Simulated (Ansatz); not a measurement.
methylsilane (CH$_{6}$Si), singlet, at a GFN2-xTB geometry; Ansatz (a program for electronic structure) with MP2/3-21G.

Input for Ansatz:
Ansatz 0.2 input:
```yaml
crystal:
  periodic: [false, false, false]
  atoms:
    - {symbol: C, position_ang: [-0.01298196, 0.00392095, -1.25022897]}
    - {symbol: Si, position_ang: [0.00669850, -0.00202315, 0.64510011]}
    - {symbol: H, position_ang: [-0.01147190, -1.00712268, -1.64830101]}
    - {symbol: H, position_ang: [-0.89650587, 0.50641306, -1.63436438]}
    - {symbol: H, position_ang: [0.85673226, 0.51618733, -1.65253877]}
    - {symbol: H, position_ang: [0.00413621, 1.37681588, 1.13946736]}
    - {symbol: H, position_ang: [-1.17977102, -0.70041180, 1.14524608]}
    - {symbol: H, position_ang: [1.21099302, -0.68708334, 1.12046299]}
basis:
  gaussian:
    orbitals: 3-21G.json
magnetization: {spin_polarized: false}
correlation: {method: mp2}
```
The basis file holds 3-21G in the JSON format of the Basis Set Exchange.

It wrote (shortened):

```
Functional definition: HF
394 factors; integrals over basis functions are off by at most 1.0e-3 eV
mean field evaluation 1: about -8938.8465 eV, gradient 1.7e1 eV
mean field evaluation 2: about -8938.8404 eV, gradient 1.7e1 eV
mean field evaluation 4: about -8939.6168 eV, gradient 1.4e0 eV
mean field evaluation 8: about -8939.6228 eV, gradient 9.0e-5 eV
mean field -8939.62275963 eV, -328.5250769226 hartree, gradient 1.6e-6 eV, S^2 0.000000; 0 other end points of the search recorded, 0 dependent functions left out
6 core orbitals not correlated
reference -8939.62275963 eV, -328.5250769226 hartree; 7, 7 occupied and 21, 21 virtual orbitals, 394 factors
second order -4.10442792 eV of doubles, -0.00000000 eV of singles
Total energy: -8943.72718755 eV, -328.6759118665 hartree
```
